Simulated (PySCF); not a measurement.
Computed with PBE-D3(BJ)/def2-TZVP // PBE-D3(BJ)/def2-SVP (PySCF). Gas-phase values, no solvent. Excitations are Tamm–Dancoff values on a coarser integration grid. The basis has no diffuse functions, so Rydberg states are missing or too high.

Reference species (SMILES): `c1c([SiH3])c(c2ccsc2c1)F` (neutral, multiplicity 1).

```
Quantity                   Value
----------------------  --------
HOMO                    -5.57 eV
dipole moment             1.54 D
S1 oscillator strength     0.042
S1 excitation (TDA)      4.18 eV
```

Changed species: `[SiH3]c1c(F)c2sccc2cc1`.

Give the shifts of the HOMO, dipole moment, S1 oscillator strength and S1 excitation (TDA).

the HOMO falls by 0.03 eV, to -5.60 eV; the dipole moment goes up by 0.81 D, to 2.35 D; the S1 oscillator strength goes up by 0.037, to 0.079; the S1 excitation (TDA) falls by 0.05 eV, to 4.13 eV.
